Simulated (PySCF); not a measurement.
trifluoromethane (CHF₃), singlet, at a GFN2-xTB geometry; B97M-V/6-311G** (PySCF).

PySCF was given this input:
```python
from pyscf import gto, scf, dft

mol = gto.M(
    atom='''
C     0.00184574    0.00147866    0.33702587
H     0.00789083    0.00632154    1.44084271
F     0.02727377    1.24268325   -0.13386700
F     1.06198689   -0.64643979   -0.13124532
F    -1.09136790   -0.59793163   -0.11966522
''',
    basis='6-311g**',
    verbose=4,
)

mf = dft.RKS(mol)
mf.xc = 'b97m_v'
mf.kernel()
```

What the program printed (banner, timings and long lists left out):

```
PySCF version 2.14.0

[INPUT] verbose = 4
[INPUT] num. atoms = 5
[INPUT] num. electrons = 34
[INPUT] charge = 0
[INPUT] spin (= nelec alpha-beta = 2S) = 0
[INPUT] symmetry False subgroup None
[INPUT] Mole.unit = angstrom
[INPUT] Symbol           X                Y                Z      unit          X                Y                Z       unit  Magmom
[INPUT]  1 C      0.001845740000   0.001478660000   0.337025870000 AA    0.003487943097   0.002794262431   0.636886591193 Bohr   0.0
[INPUT]  2 H      0.007890830000   0.006321540000   1.440842710000 AA    0.014911507596   0.011945979285   2.722798110476 Bohr   0.0
[INPUT]  3 F      0.027273770000   1.242683250000  -0.133867000000 AA    0.051539955684   2.348331002084  -0.252971967117 Bohr   0.0
[INPUT]  4 F      1.061986890000  -0.646439790000  -0.131245320000 AA    2.006864369979  -1.221594159121  -0.248017709931 Bohr   0.0
[INPUT]  5 F     -1.091367900000  -0.597931630000  -0.119665220000 AA   -2.062386432142  -1.129927021915  -0.226134492436 Bohr   0.0

nuclear repulsion = 134.27705327417
number of shells = 36
number of NR pGTOs = 132
number of NR cGTOs = 78
basis = 6-311g**
ecp = {}

******** <class 'pyscf.dft.rks.RKS'> ********
method = RKS
initial guess = minao
damping factor = 0
level_shift factor = 0
DIIS = <class 'pyscf.scf.diis.CDIIS'>
diis_start_cycle = 1
diis_space = 8
diis_damp = 0
SCF conv_tol = 1e-09
SCF conv_tol_grad = None
SCF max_cycles = 50
direct_scf = True
direct_scf_tol = 1e-13
XC library pyscf.dft.libxc version 7.1.2
    S. Lehtola, C. Steigemann, M. J. T. Oliveira, and M. A. L. Marques,  SoftwareX 7, 1–5 (2018)
XC functionals = b97m_v
    N. Mardirossian and M. Head-Gordon,  J. Chem. Phys. 142, 074111 (2015)
radial grids:
    Treutler-Ahlrichs [JCP 102, 346 (1995); DOI:10.1063/1.469408] (M4) radial grids

becke partition: Becke, JCP 88, 2547 (1988); DOI:10.1063/1.454033
pruning grids: <function nwchem_prune>
grids dens level: 3
symmetrized grids: False
atomic radii adjust function: <function treutler_atomic_radii_adjust>
** Following is NLC and NLC Grids **
NLC functional = b97m_v
radial grids:
    Treutler-Ahlrichs [JCP 102, 346 (1995); DOI:10.1063/1.469408] (M4) radial grids

becke partition: Becke, JCP 88, 2547 (1988); DOI:10.1063/1.454033
pruning grids: <function nwchem_prune>
grids dens level: 3
symmetrized grids: False
atomic radii adjust function: <function treutler_atomic_radii_adjust>
small_rho_cutoff = 0
Set gradient conv threshold to 3.16228e-05
Initial guess from minao.
tot grids = 66712
tot grids = 66712
init E= -338.706253741424
  HOMO = -0.397136270045717  LUMO = 0.059380755285499  gap/eV = 12.42246
cycle= 1 E= -338.122810515257  delta_E= 0.583  |g|= 0.832  |ddm|= 1.74
  HOMO = -0.296321435367108  LUMO = 0.00601296906793536  gap/eV = 8.22694
cycle= 2 E= -337.961797906762  delta_E= 0.161  |g|= 1.33  |ddm|= 0.981
  HOMO = -0.357920302343565  LUMO = 0.0472790907742109  gap/eV = 11.02604
cycle= 3 E= -338.22656082831  delta_E= -0.265  |g|= 0.0268  |ddm|= 0.621
  HOMO = -0.362275991825235  LUMO = 0.0430422169832845  gap/eV = 11.02927
cycle= 4 E= -338.226686961149  delta_E= -0.000126  |g|= 0.01  |ddm|= 0.022
  HOMO = -0.360545382856529  LUMO = 0.0441885369857147  gap/eV = 11.01337
cycle= 5 E= -338.226707570442  delta_E= -2.06e-05  |g|= 0.00276  |ddm|= 0.00833
  HOMO = -0.36079244708226  LUMO = 0.0441994964375745  gap/eV = 11.02039
cycle= 6 E= -338.226708839555  delta_E= -1.27e-06  |g|= 0.000142  |ddm|= 0.00187
  HOMO = -0.360787877842787  LUMO = 0.0441946010423671  gap/eV = 11.02013
cycle= 7 E= -338.226708841935  delta_E= -2.38e-09  |g|= 3.44e-05  |ddm|= 7.83e-05
  HOMO = -0.360789581085887  LUMO = 0.04419267376284  gap/eV = 11.02013
cycle= 8 E= -338.226708842098  delta_E= -1.63e-10  |g|= 2.89e-06  |ddm|= 1.68e-05
  HOMO = -0.360789482748632  LUMO = 0.0441922451447319  gap/eV = 11.02011
Extra cycle  E= -338.226708842095  delta_E= 3.18e-12  |g|= 4.33e-06  |ddm|= 3.82e-06
converged SCF energy = -338.226708842095
```
